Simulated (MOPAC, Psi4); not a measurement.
Two rigid molecules brought together: C3H9Al ··· CS2 (SMILES [CH3][Al]([CH3])[CH3] and S=C=S). Monomers: optimised at B3LYP-D3(BJ) (def2-SVP and def2-TZVP), held rigid. Orientation: lowest of the rigid-body minima from ten starts at GFN2-xTB (searched outside a hard wall at short contacts). The monomers approach along the line of their centres of mass (distance R); nothing else relaxes. The shortest distances reach bonding range, where SAPT0 and rigid monomers are unreliable. The table gives interaction energies.

```json
[
 {"R / Å": "2.65", "A": "111.05", "B": "60.74", "C": "51.51"},
 {"R / Å": "2.83", "A": "54.24", "B": "1.71", "C": "9.93"},
 {"R / Å": "3.05", "A": "16.36", "B": "-27.23", "C": "1.75"},
 {"R / Å": "3.24", "A": "0.17", "B": "-32.19", "C": "15.19"},
 {"R / Å": "3.41", "A": "-6.95", "B": "-29.98", "C": "27.39"},
 {"R / Å": "3.67", "A": "-10.76", "B": "-23.63", "C": "31.11"},
 {"R / Å": "3.96", "A": "-10.53", "B": "-17.60", "C": "23.13"},
 {"R / Å": "4.27", "A": "-8.67", "B": "-13.02", "C": "15.29"},
 {"R / Å": "4.72", "A": "-5.82", "B": "-8.07", "C": "8.59"},
 {"R / Å": "5.41", "A": "-2.90", "B": "-3.67", "C": "3.46"},
 {"R / Å": "6.48", "A": "-0.99", "B": "-1.40", "C": "0.73"},
 {"R / Å": "7.72", "A": "-0.33", "B": "-0.47", "C": "0.10"}
]
```

Energies in kJ/mol.

Problem. Which curve belongs to which method? The methods are PM3, restricted, heats of formation (MOPAC); PM7, restricted, heats of formation (MOPAC 23.2.5); DF-SCS-MP2/aug-cc-pVDZ, frozen core, counterpoise-corrected (Psi4 1.11).

Solution. A is SCS-MP2/aug-cc-pVDZ; B is PM7; C is PM3.
